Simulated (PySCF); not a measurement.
## Potential energy of HgF along the bond

Set-up: Hg def2-TZVPP with ECP60, F def2-TZVPP; scalar-relativistic core potentials (PySCF 2.14). Energies in eV from Hg + F in their ground configurations at the same level. State: ²Σ⁺ (doublet), unpaired electrons σ ↑.

```
R (Å)     PBE  r²SCAN0  B2PLYP  r²SCAN
1.765  -0.721   -0.516  -0.367  -0.750
1.847  -1.271   -1.013  -0.901  -1.267
1.929  -1.570   -1.258  -1.179  -1.533
1.990  -1.683   -1.329  -1.273  -1.620
2.052  -1.729   -1.336  -1.298  -1.641
2.114  -1.728   -1.297  -1.274  -1.616
2.196  -1.677   -1.201  -1.193  -1.536
2.298  -1.568   -1.046  -1.044  -1.396
2.421  -1.409   -0.853  -0.842  -1.210
2.586  -1.195   -0.626  -0.595  -0.974
```

Q: Put a parabola through the three lowest points of the PBE curve and estimate Re, k and ωe (reduced mass 17.36 u; 1 eV/Å² = 0.16022 mdyn/Å; ωe = 1302.8·√(k/μ) cm⁻¹).

A: Through R = 1.99, 2.052, 2.114 Å the second-order coefficient is 6.11 eV/Å², so Re ≈ 2.082 Å, k ≈ 1.96 mdyn/Å and ωe ≈ 438 cm⁻¹. A polynomial fit of higher order to the unrounded PBE energies gives Re = 2.080 Å, k = 1.69 mdyn/Å, ωe = 407 cm⁻¹; anharmonicity and rounding make the difference.

The higher-order fit for each curve: PBE: Re = 2.080 Å, ωe = 407 cm⁻¹, De = 1.73 eV; r²SCAN0: Re = 2.027 Å, ωe = 465 cm⁻¹, De = 1.34 eV; B2PLYP: Re = 2.049 Å, ωe = 450 cm⁻¹, De = 1.30 eV; r²SCAN: Re = 2.046 Å, ωe = 443 cm⁻¹, De = 1.64 eV.

Correlated steps freeze 1 core orbital. These are scalar-relativistic numbers at best; spin–orbit coupling would shift them, the dissociation energy most. B2PLYP dipoles, levels and charges come from its SCF part alone. The state was picked by a PBE0 search and need not be the measured ground state.
